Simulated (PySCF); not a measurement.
C2H8O3Si2, SMILES [SiH3]/C=C/[Si](O)(O)O (GFN2-xTB optimised geometry):

```
15

Si     1.072    -2.060     0.000
C      0.451    -0.286     0.000
C     -0.329     0.265    -0.929
Si    -0.936     2.053    -0.921
O     -0.626     2.763     0.511
O     -0.203     2.930    -2.083
O     -2.539     2.117    -1.195
H      0.579    -2.763    -1.186
H      0.599    -2.739     1.211
H      2.539    -2.060     0.000
H      0.759     0.340     0.832
H     -0.635    -0.359    -1.761
H     -1.206     2.584     1.245
H      0.680     3.250    -1.928
H     -2.848     2.141    -2.095
```

Method: PBE0/def2-TZVP run with PySCF.

Q: What are the frontier orbital energies and the dipole moment?

A: HOMO-2 -9.39 eV, HOMO-1 -8.05 eV, HOMO -7.99 eV, LUMO -0.77 eV, LUMO+1 0.60 eV; dipole moment 0.26 D.

Meta-Löwdin charges at PBE0/def2-TZVP: Si1 0.48, C2 -0.32, C3 -0.39, Si4 1.48, O5 -0.77, O6 -0.77, O7 -0.77, H8 -0.09, H9 -0.09, H10 -0.09, H11 0.12, H12 0.12, H13 0.36, H14 0.36, H15 0.36.
